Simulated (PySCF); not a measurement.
SCF from a fresh guess for singlet BeH₃⁻, at the PBE0 minimum. PySCF input:

```python
from pyscf import gto, scf, dft
mol = gto.M(atom='''
Be    -0.000000    -0.000000     0.000000
H      1.425790    -0.000014     0.000000
H     -0.712883     1.234777     0.000000
H     -0.712907    -1.234764    -0.000000''',
    basis={'Be': 'def2-TZVPD', 'H': 'def2-TZVPD'},
    charge=-1, spin=0)
mf = dft.RKS(mol, xc='PBE0')
mf.grids.atom_grid = (50, 194)
aux = {'Be': 'def2-universal-JKFIT', 'H': 'def2-universal-JKFIT'}
mf = mf.density_fit(auxbasis=aux)
mf.conv_tol = 1e-08
mf.diis_space = 10
mf.max_cycle = 60
mf.init_guess = 'minao'
mf.verbose = 4
mf.kernel()
```

Excerpt of the output (cycles and frontier levels):

```
init E= -16.1809446724724
  HOMO = -0.308222780792538  LUMO = -0.0666116750556141  gap/eV = 6.57457
cycle= 1 E= -16.4579983165186  delta_E= -0.277  |g|= 0.229  |ddm|= 1.25
  HOMO = 0.00947116722794653  LUMO = 0.163341422673694  gap/eV = 4.18702
cycle= 2 E= -16.4856579263218  delta_E= -0.0277  |g|= 0.12  |ddm|= 0.566
  HOMO = -0.0513027899729791  LUMO = 0.145289184146837  gap/eV = 5.34954
cycle= 3 E= -16.4941052188592  delta_E= -0.00845  |g|= 0.00937  |ddm|= 0.208
  HOMO = -0.0519668470555739  LUMO = 0.145217935071362  gap/eV = 5.36567
cycle= 4 E= -16.4941513913755  delta_E= -4.62e-05  |g|= 0.00126  |ddm|= 0.0179
  HOMO = -0.051858612150797  LUMO = 0.145170295115567  gap/eV = 5.36143
cycle= 5 E= -16.4941520735031  delta_E= -6.82e-07  |g|= 7.88e-05  |ddm|= 0.00206
  HOMO = -0.0518902559014073  LUMO = 0.145166842603991  gap/eV = 5.36220
cycle= 6 E= -16.4941520777165  delta_E= -4.21e-09  |g|= 4.39e-06  |ddm|= 0.000122
  HOMO = -0.0518875115949271  LUMO = 0.14516770345702  gap/eV = 5.36215
Extra cycle  E= -16.4941520777262  delta_E= -9.7e-12  |g|= 2.16e-06  |ddm|= 1.39e-05
converged SCF energy = -16.4941520777262
```

No lower solution of this spin was found by a stability analysis within the restricted form, which does not test spin polarisation.

The search for the lowest solution, with the stability check, took 0.9 s on 2 threads of a shared Arm Neoverse V1 host, with 49 basis functions; the process peaked at 0.26 GiB.
